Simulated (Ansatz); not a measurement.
`C#[C][GeH2][Cl]` + CH₄ → `C#[C][GeH2][CH3]` + HCl  (formal exchange of groups at a Ge–Cl bond)

Program: Ansatz. Geometries: PBE0-D4/def2-TZVP. ΔE: electronic, gas phase. CCSD(T)/CBS adds triple-zeta CCSD(T) − MP2 to the extrapolated MP2 energy (def2 sets, frozen cores). This one scheme is used for every species. DFT in def2-TZVPP. For Ge outer-core shells are correlated without core-valence functions, which leaves a few kJ/mol of doubt a bond. Scalar relativity is left out up to krypton.

CCSD(T)/CBS gives +0.85 eV.

**Question.** Another level gave +0.93 eV. Which?
A. BHLYP-D4/def2-TZVPP
B. LDA (SPW92)/def2-TZVPP
C. r2SCANh/def2-TZVPP
D. MP2/def2-TZVPP

**Answer.** C. r2SCANh 0.93, MP2/def2-TZVPP 0.86, BHLYP-D4 0.97, LDA (SPW92) 0.80 eV.

Largest T1 diagnostic among the species: 0.012.

In def2-TZVPP, CCSD(T) changes the Hartree–Fock value by −0.21 eV (the triples alone add −0.01 eV) and MP2 by −0.18 eV. At CCSD(T), def2-SVP lies +0.05 eV from the extrapolated value and def2-TZVPP −0.01 eV.
